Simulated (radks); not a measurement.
The gold ion Au4+, 75 electrons, occupied as [Xe] 4f14 5d7.

Method: Dirac Kohn-Sham, BLYP, spin-unpolarised, spherical densities, finite nucleus; open shells fill j = l - 1/2 first; Fermi nuclear charge, rms radius 5.4371 fm; computed with a radial shooting solver on a logarithmic mesh with Libxc functionals.

Energy parts (eV):
part                       energy
total                  -518126.49
kinetic                 594875.05
electron-nucleus      -1300794.56
Hartree                 197717.45
exchange-correlation     -9924.44

Orbitals (lengths in bohr, moments of r in powers of bohr; <r^-3> diverges for s and p1/2):
| orbital | occ. | eigenvalue (eV) | <1/r> | <r^-3> |
|---|---|---|---|---|
| 1s1/2 | 2 | -80669.90 | 95.68 | - |
| 2s1/2 | 2 | -14266.48 | 23.52 | - |
| 2p1/2 | 2 | -13687.82 | 23.49 | - |
| 2p3/2 | 4 | -11851.83 | 19.14 | 20520 |
| 3s1/2 | 2 | -3406.819 | 8.634 | - |
| 3p1/2 | 2 | -3145.552 | 8.550 | - |
| 3p3/2 | 4 | -2740.417 | 7.416 | 4769 |
| 3d3/2 | 4 | -2304.806 | 7.314 | 832.9 |
| 3d5/2 | 6 | -2217.714 | 7.056 | 690.8 |
| 4s1/2 | 2 | -780.1134 | 3.653 | - |
| 4p1/2 | 2 | -668.4973 | 3.545 | - |
| 4p3/2 | 4 | -571.2916 | 3.151 | 1147 |
| 4d3/2 | 4 | -388.2383 | 2.948 | 179.6 |
| 4d5/2 | 6 | -370.1336 | 2.857 | 145.6 |
| 4f5/2 | 6 | -135.3311 | 2.483 | 30.32 |
| 4f7/2 | 8 | -131.5124 | 2.447 | 28.80 |
| 5s1/2 | 2 | -159.7270 | 1.487 | - |
| 5p1/2 | 2 | -123.1425 | 1.365 | - |
| 5p3/2 | 4 | -106.0965 | 1.226 | 198.6 |
| 5d3/2 | 4 | -55.8053 | 0.9519 | 20.16 |
| 5d5/2 | 3 | -53.8199 | 0.9220 | 16.05 |

The highest occupied level is 5d5/2 at -53.820 eV. The electron density at the nucleus is 2.144e+06 e/bohr^3.
